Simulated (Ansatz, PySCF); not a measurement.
BrCs (SMILES [Br][Cs]), singlet, at a GFN2-xTB geometry (such geometries of metal compounds can be far from the true shape) (core potentials on Cs). Base run: CASSCF(2,3)/def2-SVP run with PySCF.

Input for PySCF:
```python
from pyscf import gto, scf, mcscf
import numpy

mol = gto.Mole()
mol.atom = '''
    Cs   -0.000000   -0.000000   -1.192498
    Br    0.000000    0.000000    1.873925
'''
mol.basis = 'def2-svp'
mol.ecp = {'Cs': 'def2-svp'}
mol.charge = 0
mol.spin = 0
mol.verbose = 4
mol.build()

mf = scf.RHF(mol)
mf.kernel()
mc = mcscf.CASSCF(mf, 3, 2)
mc.fix_spin_(ss=0.0)
mc.kernel()
occ = numpy.linalg.eigvalsh(mc.fcisolver.make_rdm1(mc.ci, mc.ncas, mc.nelecas))[::-1]
ss = mc.fcisolver.spin_square(mc.ci, mc.ncas, mc.nelecas)[0]
print('natural occupations', occ.round(4), ' <S^2>', round(ss, 4))
```

Programs used: Ansatz (an electronic-structure program), PySCF; a row that names a program was run with it.

Variants of this job, named by their change:

```
change                                                ΔE vs base (mEh)                      natural occupations  <S^2> of the state
----------------------------------------------------  ----------------  ---------------------------------------  ------------------
base                                                             0.000                           2.00 0.00 0.00                0.00
solver = newton                                                  0.000                           2.00 0.00 0.00                0.00
code = ansatz; correction = SC-NEVPT2, all electrons            -307.4                                        -                   -
active space = 6 electrons, 6 orbitals                         -39.564            1.99 1.99 1.98 0.01 0.01 0.01                0.00
code = ansatz                                                   -9.404                                        -                   -
orbitals = fixed (CASCI); correction = SC-NEVPT2                -303.5                           2.00 0.00 0.00                0.00
start = MP2 natural orbitals                                    -9.398                           1.99 0.01 0.00                0.00
orbitals = fixed (CASCI)                                         0.000                           2.00 0.00 0.00                0.00
conv_tol = 1e-5                                                  0.000                           2.00 0.00 0.00                0.00
active space = 10 electrons, 8 orbitals                        -41.553  2.00 2.00 1.99 1.99 1.98 0.02 0.01 0.01                0.00
state_average = 2 states                                         4.765                                        -                   -
```

Active orbitals are taken around the Fermi level unless the row says otherwise; CASSCF can end in different local minima, and two programs can end on different orbitals. State-averaged rows give the lowest state.
